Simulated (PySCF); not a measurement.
BiP: one state, many levels of theory

State: ¹Σ⁺ (singlet), closed shell. Set-up: Bi def2-SVP with ECP60, P def2-SVP; scalar-relativistic core potentials (PySCF 2.14). De refers to Bi + P in their high-spin ground configurations, without counterpoise correction. A positive dipole means Bi(−)P(+).

```json
{"Level": "RHF", "Re (Å)": "2.237", "ωe (cm⁻¹)": "542", "De (eV)": "-0.58", "μ (D)": "-2.15"}
{"Level": "RHF-MP2", "Re (Å)": "2.370", "ωe (cm⁻¹)": "370", "De (eV)": "2.58", "μ (D)": "n/a"}
{"Level": "RHF-SCS-MP2", "Re (Å)": "2.360", "ωe (cm⁻¹)": "384", "De (eV)": "2.46", "μ (D)": "n/a"}
{"Level": "RHF-CCSD", "Re (Å)": "2.311", "ωe (cm⁻¹)": "454", "De (eV)": "1.95", "μ (D)": "n/a"}
{"Level": "RHF-CCSD(T)", "Re (Å)": "2.336", "ωe (cm⁻¹)": "425", "De (eV)": "2.33", "μ (D)": "n/a"}
{"Level": "PBE", "Re (Å)": "2.313", "ωe (cm⁻¹)": "454", "De (eV)": "3.47", "μ (D)": "-1.96"}
{"Level": "PW91", "Re (Å)": "2.312", "ωe (cm⁻¹)": "454", "De (eV)": "3.50", "μ (D)": "-1.93"}
{"Level": "r²SCAN", "Re (Å)": "2.292", "ωe (cm⁻¹)": "474", "De (eV)": "2.84", "μ (D)": "-2.10"}
{"Level": "PBE0", "Re (Å)": "2.277", "ωe (cm⁻¹)": "489", "De (eV)": "2.86", "μ (D)": "-2.09"}
{"Level": "r²SCAN0", "Re (Å)": "2.267", "ωe (cm⁻¹)": "499", "De (eV)": "2.41", "μ (D)": "-2.09"}
{"Level": "M06", "Re (Å)": "2.300", "ωe (cm⁻¹)": "471", "De (eV)": "3.98", "μ (D)": "-2.33"}
{"Level": "CAM-B3LYP", "Re (Å)": "2.260", "ωe (cm⁻¹)": "507", "De (eV)": "2.75", "μ (D)": "-1.89"}
```

Task: Which functional lies closest to RHF-CCSD(T) in De, which farthest, and by how much do they differ from it?

Result: Closest is r²SCAN0 (-6.9 pm in Re, +17.4 % in ωe, +0.08 eV in De against RHF-CCSD(T) in the same basis), farthest M06 (-3.6 pm in Re, +10.8 % in ωe, +1.65 eV in De). CCSD(T) converges more slowly with the basis than the functionals do and binds too weakly in this one, so the order can change at the basis-set limit.

Task: What does a quarter of exact exchange do here, going from r²SCAN to r²SCAN0?

Result: r²SCAN0 less r²SCAN: -2.5 pm in Re, +5.3 % in ωe, -0.43 eV in De. Exact exchange removes part of the self-interaction that spreads semilocal densities, and in most molecules shortens and stiffens the bond and lowers De; so it does here.

Task: What does second-order correlation do here, going from RHF to RHF-MP2?

Result: RHF-MP2 less RHF: +13.3 pm in Re, -31.7 % in ωe, +3.16 eV in De. Correlation nearly always deepens the well. The bond lengthens, as in strong covalent bonds, where excitations into antibonding orbitals dominate.

Correlated steps freeze 9 core orbitals. Correlated levels converge slowly with the basis: in double zeta they bind strong bonds too weakly, by up to about 1 eV, and carry superposition errors of some tenths. Spin–orbit coupling is left out, which matters for elements this heavy, above all for dissociation energies. Where the molecule has an RHF reference, its open-shell atoms are computed with UHF. A negative De means that the minimum lies above the separated atoms at that level.
